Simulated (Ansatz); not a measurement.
`[F][Sn]([Cl])([Cl])[Cl]` + H₂S → `[SH][Sn]([Cl])([Cl])[Cl]` + H–F  (ligand exchange at the Sn–F bond)

Calculated with Ansatz (gas phase, PBE0-D4/def2-TZVP geometries, no zero-point term in ΔE). CCSD(T)/CBS is the MP2 limit (def2-TZVPP, def2-QZVPP) plus CCSD(T) − MP2 in def2-TZVPP, frozen cores. This one scheme is used for every species. Functionals use def2-TZVPP. B3LYP here is the variant with VWN-RPA as its local correlation; programs differ in this. HSE06 is defined as in plane-wave codes. Elements past krypton have def2 core potentials. For Sn outer-core shells are correlated without core-valence functions, which leaves a few kJ/mol of doubt a bond. One conformer a species, not always the lowest.

```tsv
level	ΔE (kJ/mol)	difference from CCSD(T)/CBS
revPBE-D4	-22.4	0.7
r2SCAN-D4	-14.7	8.4
B97M-V	-5.9	17.2
PBE0-D4	-26.9	-3.8
B3LYP-D4	-18.2	4.9
r2SCANh-D4	-17.7	5.4
r2SCAN0-D4	-21.6	1.5
HSE06-D4	-27.5	-4.4
BHLYP-D4	-20.3	2.8
CAM-B3LYP-D4	-10.1	13.0
ωB97X-V	-10.8	12.3
ωB97M-V	-16.1	7.0
B2PLYP	-13.9	9.2
PBE-QIDH	-26.1	-3.0
PBE	-16.3	6.8
revPBE	-13.6	9.5
BLYP	-3.3	19.8
r2SCAN	-13.2	9.9
PBE0	-21.6	1.5
B3LYP	-8.8	14.3
r2SCANh	-16.0	7.1
r2SCAN0	-19.7	3.4
HSE06	-22.2	0.9
BHLYP	-10.2	12.9
CAM-B3LYP	-4.2	18.9
LC-ωPBE	-8.4	14.7
RPA@PBE/def2-TZVPP	-14.9	8.2
HF/def2-SVP	-12.6	10.5
MP2/def2-SVP	-11.5	11.6
CCSD/def2-SVP	-8.4	14.7
CCSD(T)/def2-SVP	-9.3	13.8
HF/def2-TZVPP	-5.4	17.7
MP2/def2-TZVPP	-30.7	-7.6
SCS-MP2/def2-TZVPP	-20.7	2.4
CCSD/def2-TZVPP	-18.6	4.5
HF/def2-QZVPP	-1.4	21.7
MP2/def2-QZVPP	-30.6	-7.5
SCS-MP2/def2-QZVPP	-20.6	2.5
HF/CBS(def2)	-0.9	22.2
MP2/CBS(def2)	-33.0	-9.9
CCSD(T)/CBS	-23.1	0
```

Largest T1 diagnostic among the species: 0.012.

Leaving LDA and LC-ωPBE aside and taking each functional with its dispersion term where it has one, the values spread over 21.6 kJ/mol, from HSE06-D4 to B97M-V. LDA lies −8.8 kJ/mol from PBE without D4. At CCSD(T), def2-SVP lies +13.8 kJ/mol from the extrapolated value and def2-TZVPP +2.4 kJ/mol.
